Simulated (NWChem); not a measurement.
Species: SnH, doublet; SMILES [SnH]

All runs: NWChem. Spin-unrestricted. The state is orbitally degenerate and is run as one real component. No stability test was run on the SCF state. def2 effective core potentials on Sn; no spin-orbit coupling. Each level has its own optimisation.

For level CAM-B3LYP/def2-SVP:

| Quantity | Result |
|---|---|
| r H–Sn (Å) | 1.805 |

Task: Estimate the same quantities for level PBE0/def2-SVP.

Result: 
- r H–Sn (Å) = 1.751
